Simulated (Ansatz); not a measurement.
`Sc1ccc(-c2ccc(-c3ccc(-c4ccc(S)[se]4)[se]3)[se]2)[se]1`, relaxed as a singlet with RKS PBE-D4/def2-SVP in Ansatz, starting from the GFN2-xTB geometry. Force threshold 0.03 eV/Å.

Single mean-field runs in def2-SVP are fitted with def2-universal-jkfit.

Start:

```tsv
atom	x (Å)	y (Å)	z (Å)
S1	8.707	-2.146	0.337
C2	6.981	-1.921	0.556
C3	6.215	-2.370	1.592
C4	4.853	-2.028	1.499
C5	4.487	-1.302	0.395
C6	3.191	-0.821	0.066
C7	2.832	-0.108	-1.053
C8	1.487	0.266	-1.136
C9	0.692	-0.128	-0.085
C10	-0.695	0.120	0.084
C11	-1.490	-0.268	1.137
C12	-2.836	0.105	1.053
C13	-3.192	0.814	-0.070
C14	-4.486	1.298	-0.400
C15	-4.852	2.028	-1.501
C16	-6.213	2.374	-1.589
C17	-6.978	1.927	-0.552
S18	-8.702	2.164	-0.333
Se19	-5.985	0.967	0.713
Se20	-1.701	1.080	-1.194
Se21	1.699	-1.093	1.189
Se22	5.987	-0.970	-0.714
H23	8.894	-2.806	1.481
H24	6.618	-2.939	2.413
H25	4.131	-2.314	2.250
H26	3.561	0.141	-1.811
H27	1.080	0.829	-1.964
H28	-1.084	-0.826	1.969
H29	-3.564	-0.140	1.814
H30	-4.131	2.313	-2.253
H31	-6.617	2.947	-2.407
H32	-8.889	2.806	-1.486
```

```json
{"step": "1", "energy (eV)": "-299704.4489", "largest force component (eV/Å)": "0.916", "SCF passes": "39"}
{"step": "2", "energy (eV)": "-299704.7083", "largest force component (eV/Å)": "0.336", "SCF passes": "22"}
{"step": "3", "energy (eV)": "-299704.7335", "largest force component (eV/Å)": "0.063", "SCF passes": "22"}
{"step": "4", "energy (eV)": "-299704.7349", "largest force component (eV/Å)": "0.016", "SCF passes": "22"}
```

Force components are those of the run's own axes.

End:

```xyz
32

S     8.802   -2.190    0.297
C     7.081   -1.965    0.582
C     6.289   -2.409    1.629
C     4.915   -2.049    1.540
C     4.540   -1.306    0.426
C     3.248   -0.801    0.057
C     2.874   -0.087   -1.081
C     1.511    0.282   -1.166
C     0.701   -0.113   -0.101
C    -0.702    0.107    0.099
C    -1.511   -0.284    1.165
C    -2.875    0.086    1.080
C    -3.249    0.797   -0.059
C    -4.540    1.305   -0.427
C    -4.915    2.049   -1.540
C    -6.287    2.415   -1.626
C    -7.080    1.971   -0.579
S    -8.799    2.204   -0.290
Se   -6.064    0.986    0.672
Se   -1.740    1.050   -1.184
Se    1.738   -1.060    1.179
Se    6.063   -0.986   -0.672
H     9.039   -2.849    1.467
H     6.695   -2.999    2.464
H     4.184   -2.345    2.308
H     3.602    0.170   -1.866
H     1.106    0.847   -2.019
H    -1.106   -0.846    2.020
H    -3.602   -0.167    1.868
H    -4.183    2.345   -2.308
H    -6.692    3.009   -2.459
H    -9.043    2.833   -1.474
```

By distances, no bond broke or formed. The bond that changes most is S1–H23, from 1.33 to 1.36 Å (atoms count from 1).

No frequencies were taken in this run, so the end may be a saddle point.

Run time 23 s (2 threads of AMD EPYC 7R13 on a shared host and a share (18 GiB) of an NVIDIA H100 80GB HBM3), peak host memory 0.92 GiB.
